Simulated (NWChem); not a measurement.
Molecule: CsI; SMILES [I][Cs]

All runs: NWChem. Coordinates come from a PBE0/def2-SVP optimisation. def2 effective core potentials on I, Cs; no spin-orbit coupling. Gas phase, vertical.

CAM-B3LYP/def2-SVPD, TDA puts singlet state 3 at 3.77 eV with oscillator strength 0.101.

Task: Give the wavelength, the transition dipole and the radiative lifetime of that state in vacuum.

Result: 
1. λ = 1239.84/3.77 = 329 nm, or 30410 cm⁻¹.
2. f = (2/3) ΔE μ² in atomic units, so μ = √(1.5 f/ΔE) = 1.05 a.u. = 2.66 D.
3. τ = 1.499 s cm⁻² / (f ν²) = 16 ns, for a non-degenerate state that emits at the vertical energy; a higher state like this one mostly decays faster by other paths.
